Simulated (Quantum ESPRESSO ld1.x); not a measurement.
Problem. These are the eigenvalues of the occupied orbitals of an atom or ion with whole-number occupations (eV). All-electron calculation, scalar-relativistic Kohn-Sham, LDA (Slater exchange, Perdew-Wang correlation), spin-polarised, spherical densities, point nucleus. Program: ld1.x of Quantum ESPRESSO 7.5.

orbital  eigenvalue
1s up      -78383.9
1s down    -78383.9
2s up      -13778.0
2s down    -13778.0
2p up      -11945.3
2p down    -11945.2
3s up      -3242.32
3s down    -3242.29
3p up      -2708.74
3p down    -2708.71
3d up      -2129.46
3d down    -2129.41
4s up      -702.575
4s down    -702.511
4p up      -527.552
4p down    -527.487
4d up      -315.062
4d down    -314.985
5s up      -110.699
5s down    -110.273
4f up      -78.8066
4f down    -78.6960
5p up      -64.8676
5p down    -64.3553
5d up      -14.8508
5d down    -14.3107

Which element is it, and in what charge state? The configuration may be excited. Open shells, if any, are filled with parallel spins first.

Solution. Z = 78, platinum, charge +1: Pt+ in [Xe] 4f14 5d9. The list shows which subshells hold electrons but not how many an open one holds; the 1s level, -2880.6 hartree, gives Z - s = 75.9 by -(Z - s)^2/2, which with screening and relativity narrows Z to a few neighbours, and the depths of the outer levels then fix element, charge and occupations together.
